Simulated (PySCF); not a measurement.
H8N2OSi2, SMILES N[SiH2][Si@@H](N)O. Atoms are numbered in the order given.

```xyz
13

N      2.1964     1.0645     0.5380
Si     1.2388     0.2615    -0.7075
Si    -0.7296    -0.5690     0.2628
N     -1.4101     0.8180     1.0887
O     -1.6772    -1.2971    -0.9397
H      2.8613     0.4608     1.0313
H      1.6341     1.5631     1.2375
H      2.1082    -0.8031    -1.3222
H      0.8689     1.2504    -1.7879
H     -0.4783    -1.5450     1.3908
H     -1.6866     1.6378     0.5407
H     -2.0469     0.6903     1.8798
H     -2.4757    -1.7497    -0.6130
```

Coordinates come from a PBE-D3(BJ)/def2-SVP optimisation. The structure was generated by enumeration; whether it is a known compound was not checked. One conformer was computed; it need not be the lowest.

Method: PySCF with PBE/pcSseg-1.

GIAO shieldings, no solvent; atoms listed in one row are averaged. δ = σ(ref) − σ: ¹⁵N against NH3 (σ = 267.0 ppm); ²⁹Si against TMS (σ = 335.4 ppm); ¹⁷O against H2O (σ = 334.3 ppm); ¹H against TMS (σ = 31.49 ppm), references at their B3LYP-D3(BJ)/def2-TZVP geometries, non-relativistic.

Computed chemical shifts:
```
nucleus   atoms  count  δ (ppm)
-------  ------  -----  -------
¹⁵N          N4      1     51.1
¹⁵N          N1      1      2.4
²⁹Si        Si3      1    -18.5
²⁹Si        Si2      1    -51.2
¹⁷O          O5      1     86.4
¹H          H10      1     5.56
¹H       H8, H9      2     5.28
¹H          H12      1     1.96
¹H          H13      1     1.93
¹H          H11      1     1.30
¹H       H6, H7      2    -0.03
```
